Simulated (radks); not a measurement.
Problem. Species: Eu3+. Configuration: [Xe] 4f5 5f1 (not the ground configuration). All-electron calculation, Dirac Kohn-Sham, PBE, spin-unpolarised, spherical densities, point nucleus; open shells fill j = l - 1/2 first. Program: a radial shooting solver on a logarithmic mesh with Libxc functionals. Some entries of the table are withheld. Estimate them.

orbital,occ.,eigenvalue (eV),<r^2> (bohr^2),r(max) (bohr)
1s1/2,2,-48366.00,0.0006791,0.01420
2s1/2,2,-7976.337,0.01062,0.08071
2p1/2,2,-7568.634,0.007726,0.06107
2p3/2,4,-6920.686,0.008964,0.06680
3s1/2,2,-1792.155,0.07107,0.2291
3p1/2,2,-1616.248,0.06634,0.2162
3p3/2,4,-1484.203,0.07347,0.2284
3d3/2,4,(1),0.05889,0.1819
3d5/2,6,(2),0.06089,0.1853
4s1/2,2,-392.3621,0.3595,0.5271
4p1/2,2,-324.3015,0.3786,0.5321
4p3/2,4,-294.8748,0.4169,0.5577
4d3/2,4,-182.7248,0.4775,0.5666
4d5/2,6,-177.3916,0.4924,0.5748
5s1/2,2,-81.7172,1.951,1.205
5p1/2,2,-62.0378,2.368,1.300
5p3/2,4,-57.4184,2.617,1.367
4f5/2,5,(3),0.8485,0.5748
4f7/2,0,(4),0.8658,0.5792
5f5/2,1,-11.8283,19.64,3.740
5f7/2,0,-11.8042,19.76,3.755

Solution. 
(1) 3d3/2 eigenvalue (eV): -1180.034
(2) 3d5/2 eigenvalue (eV): -1151.321
(3) 4f5/2 eigenvalue (eV): -45.6492
(4) 4f7/2 eigenvalue (eV): -44.9144
